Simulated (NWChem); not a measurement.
System meant: AlHF₂; SMILES [F][AlH][F]

Here is an NWChem input.

```
start job
memory heap 200 mb stack 900 mb global 1100 mb
geometry units angstroms noautoz
  Al     0.000000     0.000000    -0.414903
  H      0.000000     0.000000    -1.977522
  F     -1.414331     0.000000     0.443886
  F      1.414331     0.000000     0.443886
end
basis spherical
  * library def2-svp
end
dft
  xc b3lyp
  iterations 4
  mulliken
end
task dft energy
```

End of the output:

```
    Atom       Charge   Shell Charges
 -----------   ------   -------------------------------------------------------
    1 Al  13    12.43   2.00  1.93  0.53  0.25  5.81  0.88  0.48  0.55
    2 H    1     1.14   0.63  0.49  0.01
    3 F    9     9.22   1.98  1.01  0.77  3.22  2.24  0.00
    4 F    9     9.22   1.98  1.01  0.77  3.22  2.24  0.00

 center of mass
 --------------
 x =   0.00000000 y =   0.00000000 z =   0.06881062

 moments of inertia (a.u.)
 ------------------
          56.664011503402           0.000000000000           0.000000000000
           0.000000000000         328.087117243858           0.000000000000
           0.000000000000           0.000000000000         271.423105740456

     Multipole analysis of the density
     ---------------------------------

     L   x y z        total         alpha         beta         nuclear
     -   - - -        -----         -----         ----         -------
     0   0 0 0     -0.000000    -16.000000    -16.000000     32.000000

     1   1 0 0     -0.000000     -0.000000     -0.000000      0.000000
     1   0 1 0      0.000000      0.000000      0.000000      0.000000
     1   0 0 1     -0.529332     -0.264666     -0.264666      0.000000

     2   2 0 0    -20.357111    -74.468389    -74.468389    128.579667
     2   1 1 0      0.000000      0.000000      0.000000      0.000000
     2   1 0 1     -0.000000     -0.000000     -0.000000      0.000000
     2   0 2 0    -13.353417     -6.676709     -6.676709      0.000000
     2   0 1 1     -0.000000     -0.000000     -0.000000      0.000000
     2   0 0 2    -17.586043    -26.082573    -26.082573     34.579102

 ------------------------------------------------------------------------
 dft energy failed                                                                                  0
 ------------------------------------------------------------------------
 ------------------------------------------------------------------------
  current input line :
    17: task dft energy
 ------------------------------------------------------------------------
 ------------------------------------------------------------------------
 This type of error is most commonly associated with calculations not reaching convergence criteria
 ------------------------------------------------------------------------
 For more information see the NWChem manual at https://nwchemgit.github.io

0:dft energy failed:Received an Error in Communication
```

Q: What is wrong, and how is it mended?

A: The run did not converge; its last values are not results. Cause: the SCF was allowed too few iterations. This input runs:
```
start job
memory heap 200 mb stack 900 mb global 1100 mb
geometry units angstroms noautoz
  Al     0.000000     0.000000    -0.414903
  H      0.000000     0.000000    -1.977522
  F     -1.414331     0.000000     0.443886
  F      1.414331     0.000000     0.443886
end
basis spherical
  * library def2-svp
end
dft
  xc b3lyp
  iterations 150
  mulliken
end
task dft energy
```
It converges to -442.63914 Ha (B3LYP/def2-SVP).
